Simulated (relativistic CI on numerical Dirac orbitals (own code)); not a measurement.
# Energy levels of Eu¹⁷⁺

Computed by Dirac-Coulomb-Breit CI, orbitals from a KLI potential per configuration, QED by a radiative potential, unscaled Slater integrals (own radial code, finite nucleus).

Configurations in the expansion (outside the closed core [Ar] 3d10): 4s²4p⁶4d¹⁰, 4s²4p⁶4d⁹4f, 4s²4p⁵4d¹⁰4f, 4s²4p⁶4d⁹5s, 4s²4p⁶4d⁹5p, 4s4p⁶4d¹⁰4f, 4s²4p⁶4d⁹5d, 4s²4p⁵4d¹⁰5s, 4s²4p⁶4d⁹5f, 4s²4p⁶4d⁹6s, 4s²4p⁶4d⁹6p, 4s²4p⁵4d¹⁰5p, 4s²4p⁶4d⁹5g, 4s²4p⁶4d⁹6d, 4s²4p⁶4d⁹6f, 4s²4p⁵4d¹⁰5d, 4s²4p⁶4d⁹7s, 4s4p⁶4d¹⁰5s, 4s²4p⁶4d⁹7p, 4p⁶4d¹⁰4f², 4p⁶4d⁹4f³, 4p⁵4d¹⁰4f³, 4p⁶4d⁹4f²5s, 4p⁶4d⁹4f²5p, 4p⁶4d⁹4f²5d. Double excitations out of closed p, d and f shells are left out; levels of such configurations are missing from the list, as are those of other unlisted configurations, and high levels can miss mixing partners. These lack a partner that the ground configuration has and come out too high: 4s²4p⁵4d¹⁰5s, 4s²4p⁶4d⁹5f, 4s²4p⁶4d⁹6s, 4s²4p⁶4d⁹6p, 4s²4p⁵4d¹⁰5p.

```tsv
No.	Configuration	Term	J	E (cm⁻¹)	%	Next component (%)	jj configuration (%)
1	4s²4p⁶4d¹⁰	¹S	0	0	100		closed (100)
2	4s²4p⁶4d⁹4f	³P°	0	1077615	100		4d5/2^5 4f5/2 (100)
3	4s²4p⁶4d⁹4f	³P°	1	1085617	95	5 ³D°	4d5/2^5 4f5/2 (72)
4	4s²4p⁶4d⁹4f	³P°	2	1101873	83	13 ³D°	4d5/2^5 4f7/2 (54)
5	4s²4p⁶4d⁹4f	³H°	6	1116313	100		4d5/2^5 4f7/2 (100)
6	4s²4p⁶4d⁹4f	³H°	5	1118062	71	27 ¹H°	4d5/2^5 4f5/2 (95)
7	4s²4p⁶4d⁹4f	³F°	2	1132583	40	36 ¹D°	4d5/2^5 4f5/2 (71)
8	4s²4p⁶4d⁹4f	³F°	3	1133878	55	40 ³D°	4d5/2^5 4f5/2 (74)
9	4s²4p⁶4d⁹4f	³H°	4	1137427	44	27 ³G°	4d5/2^5 4f5/2 (78)
10	4s²4p⁶4d⁹4f	³F°	4	1142406	66	17 ³H°	4d5/2^5 4f7/2 (89)
11	4s²4p⁶4d⁹4f	³D°	1	1153106	95	5 ³P°	4d3/2^3 4d5/2^6 4f5/2 (45)
12	4s²4p⁶4d⁹4f	³G°	5	1153498	61	33 ¹H°	4d5/2^5 4f7/2 (94)
13	4s²4p⁶4d⁹4f	³D°	3	1158948	43	21 ¹F°	4d5/2^5 4f7/2 (61)
14	4s²4p⁶4d⁹4f	¹D°	2	1166613	46	38 ³D°	4d3/2^3 4d5/2^6 4f7/2 (63)
15	4s²4p⁶4d⁹4f	³H°	4	1170005	39	38 ¹G°	4d3/2^3 4d5/2^6 4f5/2 (71)
16	4s²4p⁶4d⁹4f	³F°	2	1179513	59	25 ³D°	4d3/2^3 4d5/2^6 4f5/2 (81)
17	4s²4p⁶4d⁹4f	¹H°	5	1183905	40	37 ³G°	4d3/2^3 4d5/2^6 4f7/2 (89)
18	4s²4p⁶4d⁹4f	³G°	3	1195075	62	26 ³F°	4d3/2^3 4d5/2^6 4f7/2 (60)
19	4s²4p⁶4d⁹4f	³G°	4	1202849	50	37 ¹G°	4d3/2^3 4d5/2^6 4f7/2 (95)
20	4s²4p⁶4d⁹4f	¹F°	3	1213490	76	14 ³G°	4d3/2^3 4d5/2^6 4f5/2 (61)
21	4s²4p⁶4d⁹5s	³D	3	1336579	100		4d5/2^5 5s (100)
22	4s²4p⁶4d⁹5s	³D	2	1342592	51	49 ¹D	4d5/2^5 5s (99)
23	4s²4p⁶4d⁹5s	³D	1	1385653	100		4d3/2^3 4d5/2^6 5s (100)
24	4s²4p⁶4d⁹5s	¹D	2	1390716	51	49 ³D	4d3/2^3 4d5/2^6 5s (99)
25	4s²4p⁶4d⁹4f	¹P°	1	1467892	99		4d5/2^5 4f7/2 (51)
26	4s²4p⁶4d⁹5p	³P°	2	1558472	66	24 ³D°	4d5/2^5 5p1/2 (96)
27	4s²4p⁶4d⁹5p	³F°	3	1564691	50	34 ¹F°	4d5/2^5 5p1/2 (99)
28	4s²4p⁶4d⁹5p	³F°	2	1609965	84	8 ¹D°	4d3/2^3 4d5/2^6 5p1/2 (96)
29	4s²4p⁶4d⁹5p	³P°	1	1617136	47	41 ³D°	4d3/2^3 4d5/2^6 5p1/2 (87)
30	4s²4p⁶4d⁹5p	³F°	4	1634940	100		4d5/2^5 5p3/2 (100)
31	4s²4p⁶4d⁹5p	¹P°	1	1643220	74	25 ³P°	4d5/2^5 5p3/2 (85)
32	4s²4p⁶4d⁹5p	¹D°	2	1643562	59	25 ³P°	4d5/2^5 5p3/2 (93)
33	4s²4p⁶4d⁹5p	³D°	3	1651322	73	26 ¹F°	4d5/2^5 5p3/2 (99)
34	4s²4p⁶4d⁹5p	³P°	0	1672118	100		4d3/2^3 4d5/2^6 5p3/2 (100)
35	4s²4p⁶4d⁹5p	³F°	3	1689015	50	40 ¹F°	4d3/2^3 4d5/2^6 5p3/2 (99)
36	4s²4p⁶4d⁹5p	³D°	1	1690846	59	28 ³P°	4d3/2^3 4d5/2^6 5p3/2 (93)
37	4s²4p⁶4d⁹5p	³D°	2	1698481	56	26 ¹D°	4d3/2^3 4d5/2^6 5p3/2 (99)
38	4s²4p⁶4d⁹5d	³S	1	1982594	73	24 ³P	4d5/2^5 5d3/2 (76)
39	4s²4p⁶4d⁹5d	³G	4	2001806	55	41 ¹G	4d5/2^5 5d3/2 (98)
40	4s²4p⁶4d⁹5d	³D	2	2003878	46	45 ³P	4d5/2^5 5d3/2 (92)
41	4s²4p⁶4d⁹5d	¹P	1	2010500	53	24 ³D	4d5/2^5 5d5/2 (77)
42	4s²4p⁶4d⁹5d	³F	3	2010514	41	38 ³D	4d5/2^5 5d3/2 (93)
43	4s²4p⁶4d⁹5d	³G	5	2013258	100		4d5/2^5 5d5/2 (100)
44	4s²4p⁶4d⁹5d	³D	3	2022650	48	38 ¹F	4d5/2^5 5d5/2 (93)
45	4s²4p⁶4d⁹5d	¹D	2	2023709	47	33 ³P	4d5/2^5 5d5/2 (91)
```

Energies count from the lowest computed level; ° marks odd parity. Filled j subshells are mostly left out of the jj labels.

The mean weight of the leading LS term, summed over parents, in these 45 levels is 67 %, and that of the leading jj configuration (from the same eigenvectors) 86 %, so jj coupling describes them better and the LS labels are nominal.

At this charge energies of transitions that change n are usually good to better than 1 %, and those within a shell (Δn = 0) to a few per cent.

LS names give the leading component of a level, which can be under half, so a name can repeat, a term be missing and a line seem to break the LS rules.
